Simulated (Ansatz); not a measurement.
Gas-phase electronic energies from Ansatz, PBE0-D4/def2-TZVP geometries. CCSD(T)/CBS is the MP2 limit (def2-TZVPP, def2-QZVPP) plus CCSD(T) − MP2 in def2-TZVPP, frozen cores. This one scheme is used for every species. Functionals use def2-TZVPP. B3LYP here is the variant with VWN-RPA as its local correlation; programs differ in this. Each species was taken in one conformer, which may not be the lowest.

Consider the formal exchange of groups at a B–C bond: `CB(S)CCl` + CH₄ → `CB(C)S` + `CCl`.

`CB(S)CCl`:

```xyz
11

C    -0.738    0.888   -1.070
B     0.287    0.248   -0.071
S     1.930    0.918    0.026
C    -0.207   -0.977    0.790
Cl    0.984   -1.796    1.835
H    -0.446    1.873   -1.437
H    -1.741    0.961   -0.638
H    -0.832    0.231   -1.944
H     2.413    0.043    0.931
H    -0.630   -1.743    0.135
H    -1.019   -0.645    1.443
```

CH₄:

Z-matrix (Å, degrees):
```
C
H 1 1.090
H 1 1.090 2 109.5
H 1 1.090 2 109.5 3 -120.0
H 1 1.090 2 109.5 3 120.0
```

`CB(C)S`:

```xyz
11

C    -0.145   -0.481    1.238
B     0.072   -0.183   -0.284
C    -0.047    1.274   -0.854
S     0.490   -1.471   -1.464
H    -0.980    0.099    1.643
H     0.745   -0.141    1.783
H    -0.297   -1.533    1.487
H     0.267    1.393   -1.893
H    -1.093    1.596   -0.784
H     0.521    1.977   -0.236
H     0.468   -2.530   -0.637
```

`CCl`:

Z-matrix (Å, degrees):
```
C
Cl 1 1.773
H 1 1.088 2 108.6
H 1 1.087 2 108.7 3 -120.0
H 1 1.088 2 108.7 3 120.0
```

| level | ΔE (kcal/mol) |
| --- | --- |
| B3LYP-D4 | 2.8 |
| HF/def2-QZVPP | -1.0 |

(1) What does CCSD(T)/CBS give? (Estimate.)

Largest T1 diagnostic among the species: 0.012.

## Answers

(1) Ansatz gave: +2.6 kcal/mol. The listed levels differ from it by 0.2, -3.6 kcal/mol.

In def2-TZVPP, CCSD(T) changes the Hartree–Fock value by +3.2 kcal/mol (the triples alone add +0.7 kcal/mol) and MP2 by +3.8 kcal/mol. The D4 term adds +1.3 kcal/mol with B3LYP and +0.7 kcal/mol with PBE0; it sums over pairs of atoms, weighted by their polarisabilities, and B3LYP, whose exchange is more repulsive, gets the larger term.
